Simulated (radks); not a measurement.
The numbers below are computed, except where a source is named.
These are the eigenvalues of the occupied orbitals of an atom or ion with whole-number occupations (eV). Level of theory: scalar-relativistic Kohn-Sham, PBE, spin-unpolarised, spherical densities, point nucleus (a radial shooting solver on a logarithmic mesh with Libxc functionals).

1s: -76170.76
2s: -13350.94
2p: -11601.14
3s: -3147.081
3p: -2635.527
3d: -2072.981
4s: -696.4123
4p: -528.6715
4d: -322.7948
5s: -129.5643
4f: -93.9722
5p: -86.0496
5d: -36.8850

Which element is it, and in what charge state? The configuration may be excited.

Answer. Z = 77, iridium, charge +3: Ir3+ in [Xe] 4f14 5d6. The list shows which subshells hold electrons but not how many an open one holds; the 1s level, -2799.2 hartree, gives Z - s = 74.8 by -(Z - s)^2/2, which with screening and relativity narrows Z to a few neighbours, and the depths of the outer levels then fix element, charge and occupations together.
